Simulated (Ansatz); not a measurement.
Consider the ligand exchange at a B–N bond: `BN=CSC` + `C[SeH]` → `B[Se]C` + `CSC=N`.

Computed with Ansatz on PBE0-D4/def2-TZVP structures; ΔE is electronic, products minus reactants. CCSD(T)/CBS is the MP2 limit (def2-TZVPP, def2-QZVPP) plus CCSD(T) − MP2 in def2-TZVPP, frozen cores. DFT in def2-TZVPP. B3LYP here is the variant with VWN-RPA as its local correlation; programs differ in this. For Se outer-core shells are correlated without core-valence functions, which leaves a few kJ/mol of doubt a bond. Scalar relativity is left out up to krypton. One conformer a species, not always the lowest.

| level | ΔE (kcal/mol) |
| --- | --- |
| PBE-D4 | 6.7 |
| ωB97M-V | 5.4 |
| r2SCAN | 6.1 |
| B3LYP | 7.7 |
| HF/def2-QZVPP | 4.8 |
| SCS-MP2/def2-QZVPP | 3.7 |
| HF/CBS(def2) | 4.8 |
| CCSD/CBS(def2) | 3.4 |

What does CCSD(T)/CBS give? (An estimate is asked.)

The calculation gave: +3.3 kcal/mol. The listed levels differ from it by 3.4, 2.1, 2.8, 4.4, 1.5, 0.4, 1.5, 0.1 kcal/mol.

Largest T1 diagnostic among the species: 0.015.

In def2-TZVPP, CCSD(T) changes the Hartree–Fock value by −1.1 kcal/mol (the triples alone add −0.2 kcal/mol) and MP2 by −1.2 kcal/mol. From PBE to PBE0 (25 % exact exchange), in def2-TZVPP and without D4, ΔE moves by −1.0 kcal/mol.
